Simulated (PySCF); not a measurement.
**Spin states of SbH⁺**

Unrestricted PBE0; basis Sb def2-SVPD with ECP28, H def2-SVPD; scalar-relativistic core potentials; PySCF 2.14. Outer shells of the fragments: Sb+ 4d10 5s2 5p2; H 1s1.

Followed along the bond (rough minima from three points):

| 2Ms+1 | unpaired | ⟨S²⟩ at the start | R at minimum (Å) | Te (eV) |
| --- | --- | --- | --- | --- |
| 2 | π ↑ | 0.75 | 1.72 | 0.00 |
| 4 | σ ↑, π ↑↑ | 3.75 | none in the scan | ≤ 1.82 |

Solutions found at the starting distance of 1.785 Å, counted from the lowest of them; the search is not exhaustive and high or unbound solutions are not listed, so other states can lie among these:

```tsv
2Ms+1	unpaired	term	E (eV)	⟨S²⟩	⟨Lz²⟩	μ (D)
2	π ↑	²Π	0.00	0.75	1.00	0.36
4	σ ↑, π ↑↑	⁴Σ⁻	1.81	3.75	0.00	1.22
2	σ ↓, π ↑↑	mixed	2.32	1.77	0.00	1.34
2	σ ↑, π ↑↓	mixed	2.46	1.77	2.01	1.29
2	σ ↑	mixed	3.51	0.76	2.00	1.27
4	σ ↑↑, π ↑	⁴Π	5.79	3.75	1.00	0.73
```

A term symbol is given only where ⟨S²⟩ and ⟨Lz²⟩ are close to those of a pure state; real π, δ and φ orbitals otherwise mix terms. A positive dipole points towards H; it is taken about the centre of mass and depends on that origin.

Spin–orbit coupling is left out. Counting both spins, an empty level lies below a filled one in some of these solutions, because spin and occupation are held.
